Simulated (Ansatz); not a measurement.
Isolated molecules relaxed with PBE0-D4/def2-TZVP in Ansatz; ΔE leaves out vibrations. CCSD(T)/CBS adds triple-zeta CCSD(T) − MP2 to the extrapolated MP2 energy (def2 sets, frozen cores). This one scheme is used for every species. DFT in def2-TZVPP. For Ge outer-core shells are correlated without core-valence functions, which leaves a few kJ/mol of doubt a bond. Scalar relativity is left out up to krypton. One conformer a species, not always the lowest.

Reaction (cleavage of the Ge–Si bond): `O[SiH2][GeH3]` + NH₃ → `[NH2][GeH3]` + silanol

| level | ΔE (eV) |
| --- | --- |
| r2SCAN | 0.21 |
| MP2/def2-QZVPP | 0.11 |

**Question.** What does CCSD(T)/CBS give? (Estimate.)

**Answer.** The calculation gave: +0.17 eV. The listed levels differ from it by 0.04, -0.06 eV.

Largest T1 diagnostic among the species: 0.012.

The D4 term adds +0.04 eV with B3LYP and +0.02 eV with PBE0; it sums over pairs of atoms, weighted by their polarisabilities, and B3LYP, whose exchange is more repulsive, gets the larger term. In def2-TZVPP, CCSD(T) changes the Hartree–Fock value by +0.16 eV (the triples alone add +0.01 eV) and MP2 by +0.12 eV.

B3LYP here is the variant with VWN-RPA as its local correlation; programs differ in this.
